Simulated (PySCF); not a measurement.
## Potential energy of HBr along the bond

Set-up: H 6-31G(d,p), Br 6-31G(d,p); no relativity (PySCF 2.14). Energies in eV from H + Br in their ground configurations at the same level. State: ¹Σ⁺ (singlet), closed shell.

Curves on a restricted Hartree–Fock reference rise too fast on stretching and do not dissociate correctly.

| R (Å) | RHF-CCSD(T) | revPBE | PBE |
| --- | --- | --- | --- |
| 1.223 |  | -3.122 | -3.221 |
| 1.280 | -3.431 | -3.538 | -3.637 |
| 1.337 | -3.644 | -3.784 | -3.882 |
| 1.379 | -3.717 | -3.882 | -3.980 |
| 1.422 | -3.732 | -3.920 | -4.018 |
| 1.465 | -3.701 | -3.911 | -4.009 |
| 1.522 | -3.604 | -3.842 | -3.940 |
| 1.593 | -3.419 | -3.687 | -3.784 |
| 1.678 | -3.138 | -3.434 | -3.531 |
| 1.792 |  | -3.034 | -3.129 |

Question: Put a parabola through the three lowest points of the RHF-CCSD(T) curve and estimate Re, k and ωe (reduced mass 0.9951 u; 1 eV/Å² = 0.16022 mdyn/Å; ωe = 1302.8·√(k/μ) cm⁻¹).

Answer: Through R = 1.379, 1.422, 1.465 Å the second-order coefficient is 12.4 eV/Å², so Re ≈ 1.415 Å, k ≈ 3.99 mdyn/Å and ωe ≈ 2607 cm⁻¹. A polynomial fit of higher order to the unrounded RHF-CCSD(T) energies gives Re = 1.413 Å, k = 4.27 mdyn/Å, ωe = 2697 cm⁻¹; anharmonicity and rounding make the difference.

The higher-order fit for each curve: RHF-CCSD(T): Re = 1.413 Å, ωe = 2697 cm⁻¹, De = 3.73 eV; revPBE: Re = 1.434 Å, ωe = 2582 cm⁻¹, De = 3.92 eV; PBE: Re = 1.434 Å, ωe = 2583 cm⁻¹, De = 4.02 eV.

Correlated steps freeze 9 core orbitals. Correlated levels converge slowly with the basis: in double zeta they bind strong bonds too weakly, by up to about 1 eV, and carry superposition errors of some tenths. Where the molecule has an RHF reference, its open-shell atoms are computed with UHF.
